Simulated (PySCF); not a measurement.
SMILES Cc1cccc(C(=O)O)c1 at its GFN2-xTB optimised geometry (Å):

```
18

C     -2.4660    -1.8983     0.0185
C     -1.6927    -0.6157     0.0000
C     -2.3566     0.6079    -0.0013
C     -1.6539     1.8007    -0.0023
C     -0.2714     1.7965    -0.0011
C      0.4062     0.5806     0.0000
C      1.8822     0.5139    -0.0013
O      2.5257    -0.5065    -0.0318
O      2.4742     1.7201     0.0364
C     -0.3076    -0.6157     0.0000
H     -2.8723    -2.0737     1.0148
H     -1.8290    -2.7389    -0.2432
H     -3.3004    -1.8551    -0.6787
H     -3.4374     0.6229    -0.0024
H     -2.1889     2.7389    -0.0051
H      0.2854     2.7200    -0.0031
H      3.4374     1.6070     0.0322
H      0.2466    -1.5428    -0.0004
```

Level of theory: PySCF with PBE0/def2-SVP.

Map of the HOMO−1 amplitude (bohr^(-3/2)) on the plane z = 1.0 Å; orbital energy -7.53 eV, overall sign arbitrary:

```
|4444444444444444444444444|
|4444444444444444444444444|
|4444444444444444444444444|
|4444444444444444444444444|
|4444444444444444444444444|
|4444444444444444444444444|
|4444444333444555444444444|
|4444443212345555444444444|
|4444432100245555544444444|
|4444432001356765544444444|
|4444421002468976544444444|
|4444421013579986544444444|
|4444432234689975433444444|
|4444443345799865432344444|
|4444444445788765433344444|
|4444444455666655444444444|
|4444455555555555444444444|
|4444455555555555444444444|
|4444455555555554444444444|
|4444445555555444444444444|
|4444444444444444444444444|
|4444444444444444444444444|
|4444444444444444444444444|
|4444444444444444444444444|
|4444444444444444444444444|
```
Scale: ten equal steps from -0.082 (start of '0') to 0.083 (end of '9'), in the order '0123456789'; x runs from -5.50 to 5.50, y from -5.50 (bottom) to 5.50 (top).
